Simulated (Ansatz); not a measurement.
Basis-set series for ClHMoO3, SMILES `[O]=[Mo](=[O])([OH])[Cl]`. The species carries charge 0 and has multiplicity 1. Mo: def2 effective core potential. The structure was optimised at the PBE0-D4/def2-TZVP level. It is one conformer, not always the lowest.

```csv
functional,basis,functions,energy (Eh),HOMO (eV),LUMO (eV)
PBE0-D4,def2-TZVPP,205,-754.59418,-9.57,-2.95
PBE0-D4,def2-QZVPP,352,-754.62420,-9.58,-2.97
ωB97M-V,def2-TZVPP,205,-754.80734,-11.88,-0.82
ωB97M-V,def2-QZVPP,352,-754.83623,-11.91,-0.86
```

Q: Give the rows for def2-SVP. (Best estimate.)

A: Computed: 
```json
{"functional": "PBE0-D4", "basis": "def2-SVP", "functions": "96", "energy (Eh)": "-754.12827", "HOMO (eV)": "-9.56", "LUMO (eV)": "-2.95"}
{"functional": "ωB97M-V", "basis": "def2-SVP", "functions": "96", "energy (Eh)": "-754.33683", "HOMO (eV)": "-11.82", "LUMO (eV)": "-0.79"}
```
